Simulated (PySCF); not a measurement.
A geometry optimisation on `O=C(F)C(F)(F)F`.

Computed with PBE0-D3(BJ)/def2-SVP geometry optimisation, gas phase (PySCF 2.14.0). Start geometry: GFN2-xTB. The command runs a driver script over a list of jobs; the input below is this job's line of settings and its coordinates in Å.

Command:
```bash
OMP_NUM_THREADS=1 python probes_run.py task.json out
```

Input:
```
{"job": {"xc": "PBE0", "basis": "def2-SVP", "d3": "d3bj", "grid": 1, "kind": "geom"}, "charge": 0, "multiplicity": 1}
O      1.253405     1.214624    -0.775077
C      0.851533     0.222579    -0.300551
F      1.618010    -0.851970    -0.095007
C     -0.598739    -0.076099     0.177322
F     -0.622033    -0.386771     1.474466
F     -1.120458    -1.100992    -0.499520
F     -1.378384     0.983533    -0.008710
```

Output:
```
step   0  E = -549.85261465  max force = 0.015869
step   1  E = -549.84705081  max force = 0.033467
step   2  E = -549.85109424  max force = 0.022004
step   3  E = -549.85331668  max force = 0.010148
step   4  E = -549.85361136  max force = 0.002587
step   5  E = -549.85366295  max force = 0.001054
step   6  E = -549.85366388  max force = 0.000185
optimisation converged
```

Energies in Eh; «max force» is the largest Cartesian gradient component in Eh/bohr.

How much energy does the optimisation release, in kJ/mol?

E(step 0) − E(last step) = 0.001049 Eh, which is 2.8 kJ/mol.

Summary of the converged run: final energy -549.85366 Eh after 6 steps; dipole 0.72 D.

Where do the atoms end?

0.025 Å rms from the input after alignment:
```
atom  x, y, z in Å
O1     1.6173   -0.9122   -0.3414
C2     0.5062   -0.7564    0.0092
F3    -0.2533   -1.7133    0.5160
C4    -0.2875    0.5593   -0.0433
F5    -0.6644    0.9049    1.1814
F6    -1.3714    0.3985   -0.7922
F7     0.4582    1.5175   -0.5553
```

How long does this job take on one thread of an Arm Neoverse N1, on a shared host? And the peak memory of the process?

About 33 s, with 0.40 GiB resident at the peak, the Python interpreter and its libraries included.
Labels such as C1 count atoms from 1, the log's own numbers from 0.
